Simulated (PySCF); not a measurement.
C2H7F2NSi (SMILES CN(C)[SiH](F)F), singlet, geometry from GFN2-xTB; PySCF with SVWN5/6-31G, polarisability.

PySCF was given this input:
```python
from pyscf import gto, scf, dft
from pyscf.prop import polarizability

mol = gto.M(
    atom='''
Si    0.722742   -0.140076    0.422302
F     1.801539    0.243740   -0.690800
F     0.726311   -1.735418    0.492903
N    -0.800031    0.327617   -0.178939
C    -2.028277   -0.256851    0.313885
C    -1.011645    1.614451   -0.805311
H     1.233118    0.339634    1.687984
H    -1.827525   -1.241538    0.726045
H    -2.738928   -0.357686   -0.509730
H    -2.486538    0.365623    1.090344
H    -1.410166    2.346888   -0.094619
H    -1.726027    1.506747   -1.624818
H    -0.073228    1.987574   -1.205236
''',
    basis='6-31g',
    charge=0,
    spin=0,
    verbose=4,
)

mf = dft.RKS(mol)
mf.xc = 'lda,vwn'
mf.kernel()
alpha = mf.Polarizability().polarizability()[2, 2]
print('alpha_zz =', alpha)
```

The log (banner, timings and long lists left out):

```
site-packages/pyscf/prop/efg/rhf.py:45: UserWarning: Module EFG is under testing
  warnings.warn('Module EFG is under testing')
site-packages/pyscf/prop/efg/dhf.py:30: UserWarning: Module EFG is under testing
  warnings.warn('Module EFG is under testing')
site-packages/pyscf/prop/zfs/uhf.py:40: UserWarning: Module ZFS is under testing
  warnings.warn('Module ZFS is under testing')
site-packages/pyscf/prop/gtensor/uhf.py:43: UserWarning: Module g-tensor is under testing
  warnings.warn('Module g-tensor is under testing')
site-packages/pyscf/prop/gtensor/uks.py:41: UserWarning: Module g-tensor is under testing
  warnings.warn('Module g-tensor is under testing')
site-packages/pyscf/prop/hfc/uks.py:35: UserWarning: Module HFC is under testing
  warnings.warn('Module HFC is under testing')
site-packages/pyscf/prop/magnetizability/rhf.py:39: UserWarning: Module magnetizability is under testing
  warnings.warn('Module magnetizability is under testing')
site-packages/pyscf/prop/magnetizability/uhf.py:37: UserWarning: Module magnetizability is under testing
  warnings.warn('Module magnetizability is under testing')
site-packages/pyscf/prop/magnetizability/rks.py:37: UserWarning: Module magnetizability is under testing
  warnings.warn('Module magnetizability is under testing')
site-packages/pyscf/prop/magnetizability/uks.py:39: UserWarning: Module magnetizability is under testing
  warnings.warn('Module magnetizability is under testing')
site-packages/pyscf/prop/polarizability/uhf.py:34: UserWarning: Module polarizability is under testing
  warnings.warn('Module polarizability is under testing')
site-packages/pyscf/prop/polarizability/rks.py:29: UserWarning: Module polarizability is under testing
  warnings.warn('Module polarizability is under testing')
site-packages/pyscf/prop/polarizability/uks.py:29: UserWarning: Module polarizability is under testing
  warnings.warn('Module polarizability is under testing')
PySCF version 2.14.0

[INPUT] verbose = 4
[INPUT] num. atoms = 13
[INPUT] num. electrons = 58
[INPUT] charge = 0
[INPUT] spin (= nelec alpha-beta = 2S) = 0
[INPUT] symmetry False subgroup None
[INPUT] Mole.unit = angstrom
[INPUT] Symbol           X                Y                Z      unit          X                Y                Z       unit  Magmom
[INPUT]  1 Si     0.722742000000  -0.140076000000   0.422302000000 AA    1.365784438720  -0.264705276625   0.798035121856 Bohr   0.0
[INPUT]  2 F      1.801539000000   0.243740000000  -0.690800000000 AA    3.404415312723   0.460601845601  -1.305422806850 Bohr   0.0
[INPUT]  3 F      0.726311000000  -1.735418000000   0.492903000000 AA    1.372528871259  -3.279464731640   0.931451675976 Bohr   0.0
[INPUT]  4 N     -0.800031000000   0.327617000000  -0.178939000000 AA   -1.511839481162   0.619106403752  -0.338145703004 Bohr   0.0
[INPUT]  5 C     -2.028277000000  -0.256851000000   0.313885000000 AA   -3.832888034754  -0.485378044821   0.593156684609 Bohr   0.0
[INPUT]  6 C     -1.011645000000   1.614451000000  -0.805311000000 AA   -1.911731985286   3.050870231530  -1.521817235100 Bohr   0.0
[INPUT]  7 H      1.233118000000   0.339634000000   1.687984000000 AA    2.330255299271   0.641815242591   3.189827462648 Bohr   0.0
[INPUT]  8 H     -1.827525000000  -1.241538000000   0.726045000000 AA   -3.453521735796  -2.346166793240   1.372026204110 Bohr   0.0
[INPUT]  9 H     -2.738928000000  -0.357686000000  -0.509730000000 AA   -5.175823794903  -0.675928578591  -0.963250097475 Bohr   0.0
[INPUT] 10 H     -2.486538000000   0.365623000000   1.090344000000 AA   -4.698875818324   0.690927334842   2.060451541563 Bohr   0.0
[INPUT] 11 H     -1.410166000000   2.346888000000  -0.094619000000 AA   -2.664827530173   4.434975565028  -0.178803996180 Bohr   0.0
[INPUT] 12 H     -1.726027000000   1.506747000000  -1.624818000000 AA   -3.261718313605   2.847339169010  -3.070461022264 Bohr   0.0
[INPUT] 13 H     -0.073228000000   1.987574000000  -1.205236000000 AA   -0.138380864650   3.755970512306  -2.277565955466 Bohr   0.0

nuclear repulsion = 339.230123450193
number of shells = 46
number of NR pGTOs = 184
number of NR cGTOs = 72
basis = 6-31g
ecp = {}

******** <class 'pyscf.dft.rks.RKS'> ********
method = RKS
initial guess = minao
damping factor = 0
level_shift factor = 0
DIIS = <class 'pyscf.scf.diis.CDIIS'>
diis_start_cycle = 1
diis_space = 8
diis_damp = 0
SCF conv_tol = 1e-09
SCF conv_tol_grad = None
SCF max_cycles = 50
direct_scf = True
direct_scf_tol = 1e-13
XC library pyscf.dft.libxc version 7.1.2
    S. Lehtola, C. Steigemann, M. J. T. Oliveira, and M. A. L. Marques,  SoftwareX 7, 1–5 (2018)
XC functionals = lda,vwn
    P. A. M. Dirac,  Math. Proc. Cambridge Philos. Soc. 26, 376 (1930)
    F. Bloch,  Z. Phys. 57, 545 (1929)
    S. H. Vosko, L. Wilk, and M. Nusair,  Can. J. Phys. 58, 1200 (1980)
radial grids:
    Treutler-Ahlrichs [JCP 102, 346 (1995); DOI:10.1063/1.469408] (M4) radial grids

becke partition: Becke, JCP 88, 2547 (1988); DOI:10.1063/1.454033
pruning grids: <function nwchem_prune>
grids dens level: 3
symmetrized grids: False
atomic radii adjust function: <function treutler_atomic_radii_adjust>
small_rho_cutoff = 0
Set gradient conv threshold to 3.16228e-05
Initial guess from minao.
tot grids = 158504
init E= -621.221835418803
  HOMO = -0.267574062715373  LUMO = -0.0197509288770785  gap/eV = 6.74361
cycle= 1 E= -620.520299429087  delta_E= 0.702  |g|= 0.897  |ddm|= 3.28
  HOMO = -0.127211394564997  LUMO = 0.027218062735729  gap/eV = 4.20224
cycle= 2 E= -620.086647941384  delta_E= 0.434  |g|=  1.8  |ddm|= 2.63
  HOMO = -0.19515696606511  LUMO = -0.00108465286556503  gap/eV = 5.28098
cycle= 3 E= -620.680867101401  delta_E= -0.594  |g|= 0.122  |ddm|=  1.8
  HOMO = -0.204188620255836  LUMO = -0.000335535420461275  gap/eV = 5.54712
cycle= 4 E= -620.684029755785  delta_E= -0.00316  |g|= 0.0584  |ddm|= 0.179
  HOMO = -0.197873315866716  LUMO = -0.000148808087608643  gap/eV = 5.38036
cycle= 5 E= -620.684709890122  delta_E= -0.00068  |g|= 0.0211  |ddm|= 0.0786
  HOMO = -0.20040690350687  LUMO = -0.000557522331780413  gap/eV = 5.43818
cycle= 6 E= -620.684812267221  delta_E= -0.000102  |g|= 0.00598  |ddm|= 0.0269
  HOMO = -0.200227529540165  LUMO = -0.000663502204517608  gap/eV = 5.43041
cycle= 7 E= -620.684820392214  delta_E= -8.12e-06  |g|= 0.000805  |ddm|= 0.00655
  HOMO = -0.200206506743164  LUMO = -0.000605176986443023  gap/eV = 5.43143
cycle= 8 E= -620.684820553528  delta_E= -1.61e-07  |g|= 0.000125  |ddm|= 0.0012
  HOMO = -0.200216703044877  LUMO = -0.000625100020304581  gap/eV = 5.43116
cycle= 9 E= -620.684820557304  delta_E= -3.78e-09  |g|= 1.95e-05  |ddm|= 0.000218
  HOMO = -0.200218297711703  LUMO = -0.000623814515064103  gap/eV = 5.43124
cycle= 10 E= -620.684820557434  delta_E= -1.3e-10  |g|= 2.89e-06  |ddm|= 4.14e-05
  HOMO = -0.20021845513359  LUMO = -0.000624092493558548  gap/eV = 5.43124
Extra cycle  E= -620.684820557428  delta_E= 6.14e-12  |g|= 5.05e-06  |ddm|= 9.17e-06
converged SCF energy = -620.684820557428
Isotropic polarizability 47.849022198
Polarizability anisotropy 9.19002511561
alpha_zz = 44.06617558178952
```
